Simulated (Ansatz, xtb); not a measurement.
AlBrFH3OSi: which of two conformers lies lower

Structure a is `F[SiH2][O][AlH][Br]`, a singlet and structure b is `F[SiH2][O][AlH][Br]`, a singlet. Both are isolated molecules in the gas phase, relaxed with B3LYP-D3(BJ)/def2-SVP.

a (Å):

```yaml
atoms:
  - { symbol: Al, position_ang: [2.0865, 1.3384, -2.8564] }
  - { symbol: Br, position_ang: [3.9902, 0.6765, -1.8451] }
  - { symbol: F, position_ang: [-1.9754, 1.6381, -2.0620] }
  - { symbol: O, position_ang: [0.6438, 1.2201, -1.9744] }
  - { symbol: Si, position_ang: [-0.7560, 1.1065, -1.1312] }
  - { symbol: H, position_ang: [-0.7012, 1.9786, 0.0668] }
  - { symbol: H, position_ang: [-1.0377, -0.3113, -0.8008] }
  - { symbol: H, position_ang: [2.0943, 1.8875, -4.3193] }
```

b (Å):

```json
{"atom": "Al", "x (Å)": "1.8064", "y (Å)": "-0.7055", "z (Å)": "-0.1111"}
{"atom": "Br", "x (Å)": "3.0433", "y (Å)": "-2.4020", "z (Å)": "0.7068"}
{"atom": "F", "x (Å)": "0.3446", "y (Å)": "-3.1970", "z (Å)": "-2.8100"}
{"atom": "O", "x (Å)": "0.9755", "y (Å)": "-0.9247", "z (Å)": "-1.5757"}
{"atom": "Si", "x (Å)": "0.3181", "y (Å)": "-1.5780", "z (Å)": "-2.9290"}
{"atom": "H", "x (Å)": "1.1242", "y (Å)": "-1.2015", "z (Å)": "-4.1154"}
{"atom": "H", "x (Å)": "-1.1012", "y (Å)": "-1.1655", "z (Å)": "-3.0458"}
{"atom": "H", "x (Å)": "1.7082", "y (Å)": "0.6650", "z (Å)": "0.6337"}
```

Problem. Estimate E(b) − E(a) at the level CCSD(T)/def2-SVP + ΔMP2/def2-TZVPP.

Solution. Too close to call at this level: CCSD(T)/def2-SVP + ΔMP2/def2-TZVPP gives E(b) − E(a) = +0.05 kcal/mol.

Level by level:

```csv
level,geometry,E(b) − E(a) (kcal/mol),departure from the last row (kcal/mol),"job, with rough time for the two"
B3LYP-D3(BJ)/def2-SVP,B3LYP-D3(BJ)/def2-SVP,+0.01,−0.04,"optimisation, 2.7 min"
HF/def2-SVP,B3LYP-D3(BJ)/def2-SVP,+0.36,+0.32,part of the CCSD(T) run
MP2/def2-SVP,B3LYP-D3(BJ)/def2-SVP,+0.01,−0.04,part of the CCSD(T) run
CCSD(T)/def2-SVP,B3LYP-D3(BJ)/def2-SVP,+0.01,−0.04,single point
CCSD(T)/def2-SVP + ΔMP2/def2-TZVPP,B3LYP-D3(BJ)/def2-SVP,+0.05,,"single point, 23 s"
```

The largest departure from CCSD(T)/def2-SVP + ΔMP2/def2-TZVPP is that of HF/def2-SVP, 0.32 kcal/mol. Levels run at GFN2-xTB geometries aren't shown. The last row adds to CCSD(T) the change of the MP2 difference between the two basis sets, here +0.04 kcal/mol.

With harmonic frequencies from B3LYP-D3(BJ)/def2-SVP (ideal gas, rigid rotor, one conformer each, 298.15 K, 1 atm): on the last row, ΔE + ΔZPE = +0.09 kcal/mol. A mode under 50 cm⁻¹ makes harmonic enthalpies and free energies unreliable, so none is given.

The correlated steps freeze 21 core orbitals; the filled d shell of Br is correlated, in a basis made for valence electrons. Programs: Ansatz 0.2.0; the last row on 2 threads of Intel(R) Xeon(R) 6975P-C (Granite Rapids) on a shared host.
